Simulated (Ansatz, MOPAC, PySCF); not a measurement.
Pair of molecules: HBr (SMILES Br) (first 2 atoms) with H2Se (SMILES [SeH2]); geometry from B3LYP-D3(BJ)/def2-TZVP, rigid monomers moved along the line of their centres of mass till H2···Se3 is 2.89 Å.
(charge 0, multiplicity 1):
```csv
atom,x (Å),y (Å),z (Å)
Br,-0.3306,0.1312,-0.5702
H,-0.3518,0.1466,0.8749
Se,-0.2217,0.1101,3.7666
H,0.3334,-1.2507,3.7093
H,1.1241,0.6994,3.6966
```

Counterpoise-corrected where a basis set is named; no monomer relaxation.

Rows in 6-31G* carry no dispersion term and start afresh at each structure (6-31G* with six Cartesian d functions); the Pople sets are all-electron and without relativity. The state that PM7 reach isn't checked; PM7 holds dispersion and hydrogen-bond terms.

Run with Ansatz (a program for electronic structure) with Gaussian orbitals; MOPAC for PM7 (differences of heats of formation); PySCF for 6-31G* rows, the dispersion terms. 

Task: One of these levels gives -133.4 meV for the interaction energy. Name it.
(A) B3LYP/6-31G*
(B) r2SCAN-D4/def2-TZVPPD
(C) PM7
(D) HF/aug-cc-pVDZ

Result: B, r2SCAN-D4/def2-TZVPPD. The others give -80.2 (PM7), -49.2 (HF/aug-cc-pVDZ), -108.0 (B3LYP/6-31G*)
